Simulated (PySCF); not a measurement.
Identify the unknown among the candidates.

All candidates are C5H12OSi2.

| technique | computed result |
| --- | --- |
| Triplet | lowest triplet excitation (Tamm–Dancoff): 4.41 eV [TDA B3LYP/def2-SVPD] |
| Polarisability | 113.6 au [B3LYP/def2-SVPD] |
| Rotational structure | rotational constants A, B, C: 3.195, 0.784, 0.669 GHz [PBE0-D3(BJ)/def2-SVP] |
| UV, first state | lowest singlet excitation: 6.53 eV (190 nm, f = 0.001) [TDDFT B3LYP/def2-SVPD] |
| XPS | Si2p3/2 107.0, Si2p3/2 107.1, C1s 290.2, C1s 290.2, C1s 290.2, C1s 290.6, C1s 290.7, O1s 537.5, Si1s 1846.9, Si1s 1847.0 eV [ΔSCF SCAN, pcX-2 on the ionised atom, pcseg-1 elsewhere, spin-free X2C, 2p3/2 from a spin–orbit splitting computed afterwards within the 2p shell] |
| Dipole | 1.77 D [B3LYP/def2-SVPD] |
| NMR, other nuclei | isotropic shieldings of nuclei other than C and H, by class: 301 (1 O), 348 (1 Si), 351 (1 Si) ppm [GIAO PBE0/pcSseg-1] |
| 13C NMR | chemical shifts (computed TMS as zero) by class: 146.9 (1 C), 123.7 (1 C), 44.0 (1 C), 25.9 (1 C), 17.7 (1 C) ppm [GIAO PBE0/pcSseg-1] |

Gas-phase values; electronic properties from PySCF, density fitting. Levels stand in brackets. Geometry: PBE0-D3(BJ)/def2-SVP, one conformer, isolated molecule. Each NMR value is the plain mean over a class of atoms that symmetry, rotation or inversion makes alike.

**Question.** Which candidate is it?
A. `C=C[Si]1(O[SiH3])CCC1`
B. `CC(C)O[SiH2]C#C[SiH3]`
C. `CCCO[SiH2]C#C[SiH3]`
D. `C=CC[C@H]1C[SiH2]O[SiH2]1`

**Answer.** D. It is `C=CC[C@H]1C[SiH2]O[SiH2]1`. Numbering: `[CH2:1]=[CH:2][CH2:3][C@H:4]1[CH2:5][SiH2:6][O:7][SiH2:8]1`. Its formula, C5H12OSi2, gives 2 degrees of unsaturation: 1 ring and 1 π bond in the structure found. 5 carbons fall into 5 classes; from least to most shielded: alkene CH carbon [C2] (146.9 ppm), terminal =CH2 carbon [C1] (123.7 ppm), allylic carbon [C3] (44.0 ppm), ring sp3 carbon bound to silicon [C4] (25.9 ppm), ring sp3 carbon bound to silicon [C5] (17.7 ppm). The other shieldings belong to: 301 ppm, siloxane oxygen [O7]; 348 ppm, oxygen-bound silicon [Si8]; 351 ppm, oxygen-bound silicon [Si6]. The core levels belong to: Si2p3/2 107.0 eV, oxygen-bound silicon [Si8]; Si2p3/2 107.1 eV, oxygen-bound silicon [Si6]; C1s 290.2 eV, terminal =CH2 carbon [C1]; C1s 290.2 eV, sp3 carbon bound to silicon [C4]; C1s 290.2 eV, sp3 carbon bound to silicon [C5]; C1s 290.6 eV, alkene CH carbon [C2]; C1s 290.7 eV, allylic carbon [C3]; O1s 537.5 eV, siloxane oxygen [O7]; Si1s 1846.9 eV, oxygen-bound silicon [Si8]; Si1s 1847.0 eV, oxygen-bound silicon [Si6]. The hole state at 290.6 eV has ⟨S²⟩ = 0.83 against 0.75, so that value is less sure. The optimised geometry has point group C1 and is an asymmetric top.

The others, at the same levels:
- `CCCO[SiH2]C#C[SiH3]` fails: its computed 13C shifts are 119.9 (1 C), 112.3 (1 C), 69.1 (1 C), 28.5 (1 C), 10.8 (1 C) ppm, lowest singlet excitation is 5.34 eV (232 nm, f = 0.001) (against 6.53 eV) and static isotropic polarisability is 121.6 au (against 113.6 au).
- `C=C[Si]1(O[SiH3])CCC1` fails: it has 4 carbon classes against 5; its computed 13C shifts are 143.1 (1 C), 142.7 (1 C), 19.5 (2 C), 14.7 (1 C) ppm, core binding energies are Si2p3/2 106.6, Si2p3/2 107.4, C1s 289.7 (×2), C1s 289.9, C1s 290.4, C1s 290.5, O1s 537.5, Si1s 1846.5, Si1s 1847.3 eV and lowest singlet excitation is 5.67 eV (219 nm, f = 0.003) (against 6.53 eV).
- `CC(C)O[SiH2]C#C[SiH3]` fails: it has 4 carbon classes against 5; its computed 13C shifts are 122.1 (1 C), 111.7 (1 C), 70.0 (1 C), 26.4 (2 C) ppm, lowest singlet excitation is 5.34 eV (232 nm, f = 0.000) (against 6.53 eV) and static isotropic polarisability is 121.1 au (against 113.6 au).

Each candidate is one conformer, not necessarily the lowest. The conformers computed, where there is a choice (atom-mapped SMILES and torsion angles):
- `[CH3:1][CH2:2][CH2:3][O:4][SiH2:5][C:6]#[C:7][SiH3:8]`: C1–C2–C3–O4 180°, C2–C3–O4–Si5 180°, C3–O4–Si5–C6 -58°
- `[CH2:1]=[CH:2][Si:3]1([O:4][SiH3:5])[CH2:6][CH2:7][CH2:8]1`: C1–C2–Si3–O4 -133°, C2–Si3–O4–Si5 -172°
- `[CH3:1][CH:2]([CH3:3])[O:4][SiH2:5][C:6]#[C:7][SiH3:8]`: C1–C2–O4–Si5 -100°, C2–O4–Si5–C6 63°

The conformers of `C=CC[C@H]1C[SiH2]O[SiH2]1` aren't listed.
